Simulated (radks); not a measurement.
Problem. These are the eigenvalues of the occupied orbitals of an atom or ion with whole-number occupations (eV). All-electron calculation, scalar-relativistic Kohn-Sham, PBE, spin-polarised, spherical densities, finite nucleus; Fermi nuclear charge, rms radius of each element as measured or else 0.836 A^(1/3) + 0.57 fm. Program: a radial shooting solver on a logarithmic mesh with Libxc functionals.

orbital  eigenvalue
1s down   -43435.63
1s up     -43435.63
2s up     -7058.577
2s down   -7058.522
2p up     -6314.250
2p down   -6314.209
3s up     -1564.315
3s down   -1563.627
3p up     -1329.551
3p down   -1328.863
3d up     -1003.593
3d down   -1003.041
4s up     -343.4001
4s down   -341.5779
4p up     -266.1075
4p down   -264.2896
4d up     -156.0701
4d down   -154.2557
5s up      -71.8506
5s down    -70.4419
5p up      -51.7158
5p down    -50.4014
4f up      -38.3252
5d up      -26.4192

Which element is it, and in what charge state? The configuration may be excited. Open shells, if any, are filled with parallel spins first.

Solution. Z = 60, neodymium, charge +3: Nd3+ in [Xe] 4f2 5d1. The list shows which subshells hold electrons but not how many an open one holds; the 1s level, -1596.2 hartree, gives Z - s = 56.5 by -(Z - s)^2/2, which with screening and relativity narrows Z to a few neighbours, and the depths of the outer levels then fix element, charge and occupations together.
